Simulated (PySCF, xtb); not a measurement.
H2SeZn, SMILES [ZnH][SeH].

Harmonic wavenumbers (cm⁻¹) from GFN2-xTB in xtb at its own minimum, in rising order: 211, 231, 232, 461, 1691, 2142.

Problem. What does PBE0-D3(BJ)/def2-TZVP run with PySCF 2.14.0 give at its own minimum? (An estimate is asked for; the answer gives what the named calculation found.)

Solution. 290, 397, 431, 569, 1922, 2431. Paired by order, the mean absolute difference is 179 cm⁻¹ and the zero-point energies are 7.1 and 8.6 kcal/mol.
